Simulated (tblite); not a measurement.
Isomers of C5H10O2Si. Calculated harmonic vibrations of the isolated species, GFN2-xTB (tblite), most abundant isotopes, no scaling. This tight-binding method is rough: wavenumbers can miss measured ones by several per cent, in bad cases by 10 to 20. Modes of hydrogen on silicon can be 10 to 20 % off. One conformer each.

Electronic energies: GFN2-xTB at the same geometries; isomer energies are rough at this level and their order can be wrong.

```
                      SMILES  electronic energy, lowest = 0 (kJ/mol)
CC(=O)[C@@H]1C[C@@H]1O[SiH3]                                     0.0
  O=C[C@@]1([SiH3])C[C@H]1CO                                   197.1
        C=CO[C@H]1CCO[SiH2]1                                    26.8
```

How do GFN2-xTB zero-point energies change the relative energies?

```json
{"SMILES": "CC(=O)[C@@H]1C[C@@H]1O[SiH3]", "ZPE (kJ/mol)": "355.0", "of it from modes above 1550 cm⁻¹": "179.1", "electronic (kJ/mol)": "0.0", "with ZPE, lowest = 0 (kJ/mol)": "0.0", "lowest mode (cm⁻¹)": "46", "rings": "1"}
{"SMILES": "C=CO[C@H]1CCO[SiH2]1", "ZPE (kJ/mol)": "366.6", "of it from modes above 1550 cm⁻¹": "182.0", "electronic (kJ/mol)": "26.8", "with ZPE, lowest = 0 (kJ/mol)": "38.4", "lowest mode (cm⁻¹)": "63", "rings": "1"}
{"SMILES": "O=C[C@@]1([SiH3])C[C@H]1CO", "ZPE (kJ/mol)": "353.0", "of it from modes above 1550 cm⁻¹": "179.0", "electronic (kJ/mol)": "197.1", "with ZPE, lowest = 0 (kJ/mol)": "195.0", "lowest mode (cm⁻¹)": "63", "rings": "1"}
```

The zero-point energies span 13.6 kJ/mol, from `O=C[C@@]1([SiH3])C[C@H]1CO` to `C=CO[C@H]1CCO[SiH2]1`. The order is unchanged.

What do entropy and thermal enthalpy add at 298.15 K and 1 bar (rigid rotor, harmonic oscillator, one conformer each)?

| SMILES | point group | symmetry number | S (J/(mol K)) | H − H(0) (kJ/mol) | ZPE + H − H(0) − TS (kJ/mol) |
| --- | --- | --- | --- | --- | --- |
| CC(=O)[C@@H]1C[C@@H]1O[SiH3] | C1 | 1 | 414.0 | 28.94 | 260.6 |
| C=CO[C@H]1CCO[SiH2]1 | C1 | 1 | 387.2 | 26.13 | 277.3 |
| O=C[C@@]1([SiH3])C[C@H]1CO | C1 | 1 | 412.1 | 29.39 | 259.5 |
